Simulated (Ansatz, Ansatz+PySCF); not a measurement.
```xyz
2

Ni    0.0000    0.0000    0.0000
H     0.0000    0.0000    1.5340
```

Basis set: def2-SVP (spherical functions). Frozen core: 5 orbitals. Correlation on ROHF uses semicanonical orbitals with singles. Charge 0, multiplicity 2.

Computed with Ansatz (development build ahead of 0.2.0); each method stands on the lowest determinant of its kind that the runs found. Restricted functionals stand beside restricted open-shell atoms, which can lie above the unrestricted atoms usual in DFT and then raise those values.

The atomization energy at this shape (free ground-state atoms in the same class of orbitals less the molecule, no zero-point energy) of doublet NiH:

```json
{"method": "ωB97X (unrestricted)", "atomization energy": "60.88 kcal/mol"}
{"method": "r²SCAN (unrestricted)", "atomization energy": "62.43 kcal/mol"}
{"method": "r²SCAN (restricted open-shell)", "atomization energy": "60.88 kcal/mol"}
{"method": "PBE0 (unrestricted)", "atomization energy": "57.54 kcal/mol"}
{"method": "PBE0 (restricted open-shell)", "atomization energy": "56.97 kcal/mol"}
{"method": "PBE (unrestricted)", "atomization energy": "66.93 kcal/mol"}
{"method": "ROHF-MP2", "atomization energy": "54.72 kcal/mol"}
{"method": "UHF-MP2", "atomization energy": "29.33 kcal/mol"}
{"method": "ROHF", "atomization energy": "-10.08 kcal/mol"}
```

What does UHF give?

19.36 kcal/mol. Caution: another spin multiplicity may lie lower. Caution for PBE0 (unrestricted): the unrestricted determinant is spin contaminated. Caution for ROHF-MP2, ROHF: an unrestricted determinant lies well below. Caution for UHF-MP2, UHF: the unrestricted determinant is a mixture of spin states.
